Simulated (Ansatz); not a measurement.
Relaxation of H4O3Sn (8 atoms, charge 0, multiplicity 1), to a largest force component of 0.03 eV/Å in at most 50 steps.

Level of theory: RHF/def2-SVP (Ansatz 0.2.0).

```xyz
8
Properties=species:S:1:pos:R:3
Sn -1.151 0.311 0.842
H 1.600 -0.503 1.532
O 1.972 -0.063 0.753
H 1.874 -0.705 0.056
O -1.269 1.542 -0.683
H -1.104 1.186 -1.545
O -0.681 -1.267 -0.296
H -0.806 -2.149 0.025
```

**Question.** Where does it end, and by what steps?

**Answer.** It converged. After 11 steps the energy has fallen by 0.328 eV; H2 moved furthest, 0.61 Å.

```tsv
step	energy less start (eV)	largest force component (eV/Å)	accepted
0	0.0000	0.996	yes
1	-0.0053	2.563	yes
2	-0.0647	2.245	yes
3	-0.1206	2.373	yes
4	-0.2302	1.653	yes
5	-0.2814	1.218	yes
6	-0.2941	0.491	yes
7	-0.3185	0.460	yes
8	-0.3208	0.369	yes
9	-0.3249	0.217	yes
10	-0.3271	0.064	yes
11	-0.3277	0.015	yes
```

```xyz
8
Properties=species:S:1:pos:R:3
Sn -1.041 0.207 0.910
H 2.068 -0.156 1.367
O 1.424 0.030 0.700
H 1.309 -0.754 0.165
O -1.056 1.470 -0.606
H -0.728 1.158 -1.437
O -0.549 -1.388 -0.255
H -0.993 -2.216 -0.161
```

Whether the end is a true minimum wasn't checked by a vibrational analysis.

Run time: 27 s on 1 thread of Arm Neoverse V1 (shared host), peak memory 0.17 GiB.
